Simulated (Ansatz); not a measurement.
C2H6OSi can be A, `CC1O[SiH2]1`, or B, `CO[Si]C`.

Gas-phase electronic energies from Ansatz, PBE0-D4/def2-TZVP geometries. CBS: MP2 limit from def2 TZ/QZ plus the TZ coupled-cluster correction, frozen cores. Functionals use def2-TZVPP. B3LYP here is the variant with VWN-RPA as its local correlation; programs differ in this. Each species was taken in one conformer, which may not be the lowest.

A:

Z-matrix (Å, degrees):
```
C
C 1 1.498
H 1 1.092 2 111.7
H 1 1.093 2 110.1 3 -120.4
H 1 1.095 2 110.5 3 120.2
O 2 1.478 1 114.1 3 -53.7
Si 2 1.811 1 125.2 3 15.2
H 2 1.091 1 114.1 3 177.8
H 7 1.480 2 121.3 1 0.6
H 7 1.480 2 123.2 1 161.4
```

B:

```xyz
10

C     1.2120    0.1740   -0.9666
O     0.3572    1.2474   -0.6537
Si   -0.9740    1.4016    0.3016
C    -1.1976   -0.3553    1.0118
H     2.2316    0.4276   -0.6658
H     0.9161   -0.7524   -0.4674
H     1.2028    0.0118   -2.0473
H    -0.3238   -0.6772    1.5912
H    -1.3582   -1.0987    0.2215
H    -2.0662   -0.3787    1.6747
```

Question: Which isomer does CCSD(T)/CBS put lower? Give the gap. (Best estimate.)

Answer: The calculation gave: B, by 8.1 kcal/mol.

Question: Give E(B) − E(A) in kcal/mol with PBE-D4, LDA (SPW92), BLYP-D4, B3LYP, B3LYP-D4, CCSD(T)/def2-SVP, CCSD(T)/def2-TZVPP. (Best estimate.)

Answer: Ansatz gave: PBE-D4 -7.0, LDA (SPW92) -5.8, BLYP-D4 -11.1, B3LYP -10.2, B3LYP-D4 -10.6, CCSD(T)/def2-SVP -10.0, CCSD(T)/def2-TZVPP -8.8. None reverses the order clearly.

Question: Does the order hold for the free energy at 298.15 K (harmonic terms from PBE0-D4)? (Best estimate.)

Answer: Ansatz gave: Yes: G(B) − G(A) = -7.9 kcal/mol, for one conformer each. Modes under 60 cm⁻¹, often nearly free rotors, make the harmonic entropy too high.

Largest T1 diagnostic: 0.014.

From r2SCAN to r2SCAN0 (25 % exact exchange), in def2-TZVPP and without D4, E(B) − E(A) moves by −0.9 kcal/mol. In def2-TZVPP, CCSD(T) changes the Hartree–Fock value by +2.7 kcal/mol (the triples alone add +0.8 kcal/mol) and MP2 by +5.8 kcal/mol.
